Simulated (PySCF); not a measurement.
System: sum formula Si$_{2}$H$_{3}$F$_{2}$, net charge -1, singlet state. It need not be the lowest isomer of its formula. Whether it binds its extra electron was not tested at this geometry. SMILES: F[SiH-][SiH2]F
Structure (B3LYP-D3(BJ)/def2-TZVP (Ansatz) minimum search):
```
Si
F 1 1.6535
H 1 1.5100 2 102.86
H 1 1.5122 3 101.01 2 -105.49
Si 1 2.4157 3 114.08 4 -133.86
F 5 1.7039 1 96.36 3 66.81
H 5 1.5460 6 98.35 1 -91.34
```
Charge -1, spin multiplicity 1.

Dispersion corrections to the total energy (kcal/mol) from the dftd3 and dftd4 libraries through PySCF: D3(BJ) without and D4 with the three-body term, each with the damping fitted for the functional named.

```
functional  D3(BJ)      D4
----------  ------  ------
revPBE       -7.43  -10.82
PBE0           ___   -3.25
BP86           ___   -5.25
r2SCAN       -0.85   -0.90
PBE          -3.09   -3.84
TPSS           ___   -5.16
CAM-B3LYP    -2.77   -3.33
```

What belongs in the gaps?


- PBE0, D3(BJ): -2.81
- BP86, D3(BJ): -5.61
- TPSS, D3(BJ): -4.04
